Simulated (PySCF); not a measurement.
# How methods differ on the ionisation energy of Ge³⁰⁺

Ge³⁰⁺ 1s2 (1S) → Ge³¹⁺ 1s1 (2S), as a difference of total energies. Computed with PySCF 2.14 in an uncontracted even-tempered set (17 s from 40 bohr⁻², ratio 2.2; 7 p from 60 bohr⁻², ratio 2.4; 4 d from 180 bohr⁻², ratio 2.4; 3 f from 270 bohr⁻², ratio 2.4; 3 g from 410 bohr⁻², ratio 2.4), with scalar relativity by spin-free X2C-1e. Correlated levels: nothing frozen; virtual orbitals above 40 to 60 times the deepest correlated orbital energy dropped. The calculations carry no spin-orbit coupling.

```tsv
method	ionisation energy (eV)
UHF	13569.2
LDA	13536.5
PBE	13566.0
PBE0	13567.1
r2SCAN	13571.1
M06-2X	13571.9
M06-L	13574.8
MP2 (all electrons)	13570.6
SCS-MP2 (all electrons)	13570.9
```

For this ion Breit and QED terms and the two-electron picture change, all absent here, outweigh the differences among the correlated methods.

For comparison: 13557.4 eV (theoretical estimate listed by NIST; NIST Atomic Spectra Database, ionization energies).
